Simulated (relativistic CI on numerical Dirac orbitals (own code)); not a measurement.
**Tb²⁸⁺: sensitivity of the levels to the model**

Base calculation: Dirac-Coulomb-Breit CI, KLI orbitals optimised for each configuration, a model potential for QED, unscaled Slater integrals.

CI space (outside the closed core [Ar] 3d10): 4s²4p⁶4d, 4s²4p⁵4d², 4s²4p⁶4f, 4s4p⁶4d², 4s²4p⁵4d4f, 4s4p⁶4d4f, 4s²4p⁶5s, 4s²4p⁶5p, 4s²4p⁶5d, 4p⁶4d³, 4p⁵4d⁴, 4p⁵4d³4f, 4s4p⁶4f², 4s4p⁵4f³, 4p⁶4f³. Double excitations out of closed p, d and f shells are left out; levels of such configurations are missing from the list, as are those of other unlisted configurations, and high levels can miss mixing partners.

The lowest level and the first level of each name with at least 55 % of one term (blank where a level has no safe partner in the second run):

```
            Level  Base (cm⁻¹)  Shift (cm⁻¹)
   4s²4p⁶4d ²D3/2            0             0
   4s²4p⁶4d ²D5/2        73477            +4
 4s²4p⁵4d² ⁴D°1/2       960948           -62
 4s²4p⁵4d² ⁴D°3/2       964815           -65
 4s²4p⁵4d² ⁴G°9/2      1043942           -69
4s²4p⁵4d² ⁴G°11/2      1066169           -71
4s²4p⁵4d² ²H°11/2      1128112           -76
 4s²4p⁵4d² ²G°9/2      1163482           -81
 4s²4p⁵4d² ²P°1/2      1172360           -79
 4s²4p⁵4d² ²P°3/2      1246536           -93
  4s²4p⁶4f ²F°7/2      1333992          -540
   4s4p⁶4d² ⁴F3/2      1984707          -116
   4s4p⁶4d² ⁴F5/2      2010956          -111
   4s4p⁶4d² ⁴P1/2      2046615          -121
```

At this charge energies of transitions that change n are usually good to better than 1 %, and those within a shell (Δn = 0) to a few per cent.

(1) One thing was changed in a second run, which moved the levels as shown. Which?
A. one mean potential for all configurations
B. QED terms removed
C. configuration mixing switched off
D. Breit term removed

Answers

(1) A. One mean potential for all configurations. One potential for all configurations removes the relaxation of the orbitals, which moves whole configurations and changes the integrals a little.

LS names give the leading component of a level, which can be under half, so a name can repeat, a term be missing and a line seem to break the LS rules.
